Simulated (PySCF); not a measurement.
Numbering as in the mapped SMILES `[N:1]#[C:2][C@@:3]12[CH2:4][CH:5]=[CH:6][C@@H:7]1[CH2:8]2` (H(Xn): hydrogen on atom n). Ha(C8) is cis to C6 on the ring; Ha(C4) is cis to C8 on the ring; Hb(C8) is trans to C6 on the ring; Hb(C4) is trans to C8 on the ring.

PySCF 2.14.0 with density-fitted response routines calculation with NMR shieldings at PBE0/pcSseg-1/GIAO and geometry from PBE0-D3(BJ)/def2-SVP; one computed conformer, isolated molecule, no relativistic terms.

References, each an isolated molecule treated in the same way: TMS for ¹³C.

Do the ¹³C shifts follow the atomic charges (in e)? Tabulate both.

## Answers


```csv
atoms,hybridisation,δ (ppm),σ para (ppm),Hirshfeld,IAO,Mulliken,ESP-fitted
C6,sp2,143.2,-210,-0.04,-0.16,-0.02,-0.41
C5,sp2,137.8,-207,-0.04,-0.16,-0.18,-0.09
C2,sp,127.2,-200,+0.08,+0.13,+0.20,+0.31
C4,sp3,42.5,-100,-0.06,-0.26,-0.01,-0.18
C7,sp3,37.7,-104,-0.03,-0.12,-0.17,+0.18
C8,sp3,26.9,-92,-0.07,-0.26,-0.01,-0.49
C3,sp3,13.9,-85,+0.02,-0.03,-0.50,+0.08
```

Correlation coefficients of δ with charge over these carbons: Hirshfeld +0.20, IAO +0.30, Mulliken +0.48, ESP-fitted +0.01; with the paramagnetic shielding -1.00. Among the 4 sp3 carbons alone: Hirshfeld -0.66, IAO -0.62, Mulliken +0.78, ESP-fitted -0.04. With so few points, grouped by hybridisation, these coefficients are fragile. Charge is one influence among several: hybridisation and low-lying excitations act through the paramagnetic term.

Shifts are as computed. Against solution values, carbons near 30 ppm lie about +2 ppm off and those near 130 ppm about +5 ppm. Of 1211 compounds with measured shifts, 218 miss one by over three times the rms of a fit or turn the order of signals round; such compounds aren't used in these exercises.
